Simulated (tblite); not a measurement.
Species: C6H5F3O.
SMILES with atom numbers: `[CH3:1][C:2]#[C:3][C:4](=[O:5])[C:6]([F:7])([F:8])[CH2:9][F:10]` (hydrogens: H11, H12, H13 on C1; H14, H15 on C9)

Cartesian coordinates in Å at the GFN2-xTB level; atoms count from 1:
```
atom  x, y, z in Å
C1     3.1948   -0.5840    0.1868
C2     1.9103   -0.0002   -0.0680
C3     0.8306    0.4929   -0.2847
C4    -0.4487    1.0548   -0.5190
O5    -0.7482    1.8390   -1.3799
C6    -1.5373    0.5233    0.4621
F7    -2.2631    1.5628    0.9545
F8    -0.9853   -0.0788    1.5489
C9    -2.5002   -0.4321   -0.2549
F10   -1.8002   -1.3779   -0.9449
H11    3.7378    0.0409    0.8957
H12    3.0722   -1.5778    0.6153
H13    3.7664   -0.6502   -0.7381
H14   -3.1348   -0.9455    0.4747
H15   -3.0986    0.1409   -0.9703
```

All values are computed: GFN2-xTB (tblite) harmonic vibrations without scaling, gas phase. Against measured fundamentals such values can be off by several per cent, at times by over 20. One conformer, not necessarily the lowest. The optimisation stopped once no atom felt more than 0.01 eV/Å.

Lowest wavenumbers of the output (negative numbers stand for imaginary wavenumbers):
```
mode    cm-1
  1     -23.3
  2      13.5
  3      67.7
  4      75.6
  5     123.9
  6     161.9
  7     216.3
  8     253.8
```

Q: Is this structure a minimum?

A: Not by this Hessian. 1 mode is imaginary beyond 20i (23i cm⁻¹), so at this level the point lies at or near a first-order saddle. The curvature is small, so loose convergence or finite differences may be the whole cause.

Q: Which atoms move in the imaginary mode?

A: 23i: H11 (methyl hydrogen) 35 %, H12 (methyl hydrogen) 32 %, H13 (methyl hydrogen) 31 %. These are shares of the mass-weighted motion.

Q: What is the remedy?

A: Step along that mode in both directions, optimise again with tighter thresholds and repeat the frequencies. The zero-point energy of this point (59.7 kcal/mol) counts the 38 real modes alone, and thermal corrections from it aren't those of a minimum.

The run took 0.37 s wall on one thread of an Arm Neoverse V2, on a shared host. This covers the Hessian and the dipole derivatives.
